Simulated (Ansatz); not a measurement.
A run for Ansatz (a first-principles code): U-CCSD(T)/aug-cc-pV(5+d)Z on SH+, 2S+1 = 3, a spin state set in the input, which need not be the lowest, a point of a bond scan (R = 1.374 Å). Charge +1. Files ending in .json are basis or fitting sets from the Basis Set Exchange.

Ansatz 0.2 input:
```yaml
crystal:
  periodic: [false, false, false]
  atoms:
    - {symbol: H, position_ang: [0.00000000, 0.00000000, 0.00000000]}
    - {symbol: S, position_ang: [0.00000000, 0.00000000, 1.37397900]}
basis:
  gaussian:
    orbitals: aug-cc-pV_5+d_Z.json
    pivot_positions_ang: [[0.00000000, 0.00000000, 0.00000000], [0.00000000, 0.00000000, 1.37397900]]
total_charge: 1
magnetization: {spin_polarized: true, initial_magnetization: 2}
correlation: {method: ccsd_t, electrons: outside_noble_gas}
output: {orbitals: {seedname: ./end}}
```

The log:

```
WARN ansatz: RAYON_NUM_THREADS=2 ignored (pool sized by the plan → 2); use --threads N
Functional definition: HF
integrals: 1.72 GiB planned
1495 factors; integrals over basis functions are off by at most 2.5e-4 eV
mean field: 0.83 GiB planned
mean field evaluation 1: about -10823.5373 eV, gradient 7.8e0 eV
mean field evaluation 2: about -10823.5374 eV, gradient 7.8e0 eV
mean field evaluation 4: about -10823.9465 eV, gradient 1.1e0 eV
mean field evaluation 8: about -10823.9619 eV, gradient 1.2e-3 eV
mean field evaluation 16: about -10823.9617 eV, gradient 6.1e-2 eV
mean field -10823.96190313 eV, -397.7732631953 hartree, gradient 8.9e-7 eV, S^2 2.022384; 0 other end points of the search recorded, 0 dependent functions left out
5 core orbitals not correlated
reference -10823.96190313 eV, -397.7732631953 hartree; 4, 2 occupied and 207, 209 virtual orbitals, 1495 factors
second order -3.51320614 eV of doubles, -0.00000000 eV of singles
coupled cluster: 3.53 GiB planned
cycle   1  -3.91910710 eV  change   -4.1e-1 eV  update   4.9e-2
cycle   2  -4.10345024 eV  change   -1.8e-1 eV  update   1.9e-2
cycle   3  -4.11089353 eV  change   -7.4e-3 eV  update   5.1e-3
cycle   4  -4.11162375 eV  change   -7.3e-4 eV  update   1.4e-3
cycle   5  -4.11153405 eV  change    9.0e-5 eV  update   5.1e-4
cycle   6  -4.11147626 eV  change    5.8e-5 eV  update   1.6e-4
cycle   7  -4.11152414 eV  change   -4.8e-5 eV  update   4.8e-5
cycle   8  -4.11153161 eV  change   -7.5e-6 eV  update   1.2e-5
cycle   9  -4.11152628 eV  change    5.3e-6 eV  update   4.0e-6
perturbative correction -0.14855457 eV, -0.0054592797 hartree
Total energy: -10828.22198398 eV, -397.9298182788 hartree
```

The run converged.

Cost: around 50 core-seconds (rough).
